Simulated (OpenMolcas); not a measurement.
Ru2+ among 6 point charges of -1.7 e arranged as an octahedron (Oh), 2.07 Å from the ion.
```
   2.0700    0.0000    0.0000  -1.70
   0.0000    2.0700    0.0000  -1.70
  -2.0700    0.0000    0.0000  -1.70
   0.0000   -2.0700    0.0000  -1.70
   0.0000    0.0000    2.0700  -1.70
   0.0000    0.0000   -2.0700  -1.70
```

* Program: OpenMolcas
* Method: SS-CASPT2, IPEA 0.25 Eh, imaginary shift 0.1 Eh (closed shells correlated: 4s 4p)
* Basis: ANO-RCC-VDZP [6s5p3d1f]
* Scalar Hamiltonian: DKH2, point nucleus
* Active space: 6 electrons in 5 orbitals (4d)
* State averaging: 2S+1 = 5 even, 5 roots; 2S+1 = 3 even, 45 roots; 2S+1 = 1 even, 50 roots
* Spin-orbit coupling: RASSI with atomic mean-field integrals over the reference wave functions

(1) What is the spin-free ground state (labels of O, the rotations of Oh)?

(2) Where is the first state of the same spin?

(3) What are the lowest two levels with spin-orbit coupling?

(4) What is χT at 300 K, and how does it compare with the textbook value?

## Answers

(1) 5T2, 3-fold in its orbital part, 100 % from free-ion D terms; it has the highest spin that d6 allows.

(2) 5E at 11900 cm-1 above the ground state.

(3) A 3-fold level T2, then a 2-fold level E 350 cm-1 above it. Their leading multiplicities are 5 (99 %) and 5 (98 %).

(4) The lowest level has 2S+1 = 5, for which the spin-only value is χT = S(S+1) / 2 = 3.000 cm3 K/mol (g = 2). The computed 4.265 at 300 K differs by +1.265, through orbital momentum, spin-orbit coupling and any other state in reach. With a threefold ground state the orbital momentum is unquenched, so the spin-only value is not expected to hold.

Roots that are degenerate in the reference are averaged as groups; the widest CASPT2 spread within a group is 360 cm-1 (the 3-fold group of multiplicity 3 near 8070 cm-1 above the lowest state of its run). Shifts and gaps below about the spread of the groups concerned are not significant. An orbital triplet at a regular site is open to Jahn-Teller coupling, which can distort the site and quench the lowest spin-orbit gaps and is left out. This shell can be high or low spin here, a state of another spin lies low, and with metal d orbitals alone active their balance is uncertain, so the ground spin may be wrong. Point charges give a weaker field than real ligands, and real ions of this kind are as a rule low spin; the high spin found here belongs to the model. Free-ion shares, where given, are those of the reference states; single-state CASPT2 does not remix them. This is an electrostatic model: the charges have no orbitals. No measured value stands beside these numbers.
